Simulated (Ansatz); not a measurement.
Mg₂O₂⁻, relaxed as a doublet with UKS B3LYP-D4/def2-TZVPD in Ansatz, starting from the GFN2-xTB geometry. Force threshold 0.02 eV/Å.

The structure holds 1 bond(s) between oxygen atoms. The highest occupied level of the charge -1 doublet lies above zero (up to 0.08 eV). It is a level of β spin, whose loss leaves a triplet; that state wasn't run at this geometry and level. The electron is either unbound and held by the finite basis, or the level is raised by self-interaction error. The relaxation made no stability test and no search for a lower SCF solution. Another isomer (doublet) lies 2.20 eV lower at PBE0-D4/def2-TZVPD; other spin states weren't run for this one.

Start:

| atom | x (Å) | y (Å) | z (Å) |
| --- | --- | --- | --- |
| Mg1 | 0.109 | 0.457 | -1.387 |
| Mg2 | -0.862 | -1.554 | 0.613 |
| O3 | 0.010 | -0.088 | 0.498 |
| O4 | 0.743 | 1.185 | 0.276 |

Question: Estimate the energy that the relaxation releases and the steps that it takes.

Answer: 84.5 kJ/mol, in 12 steps; 23 s on 4 threads of Arm Neoverse V2 on a shared host. No frequencies were taken in this run, so the end may be a saddle point.

Question: Does the start keep its bonding and symmetry?

Answer: Bonds formed: Mg2–O4 (atoms count from 1). Metal–metal contacts that move far: Mg1–Mg2 3.00 to 3.63 Å. Point group Cs at the start, C2v at the end, both within 0.05 Å.

Question: Predict the relaxed structure.

Answer: 
Cartesian coordinates in Å:
```
Mg 0.5141 1.0805 -1.3635
Mg -0.4609 -1.1179 1.3523
O -0.4413 -0.4224 -0.5004
O 0.3881 0.4599 0.5115
```
Bond lengths (bridged metal pairs left out): 4 × Mg–O 1.98 Å; 1 × O–O 1.58 Å.
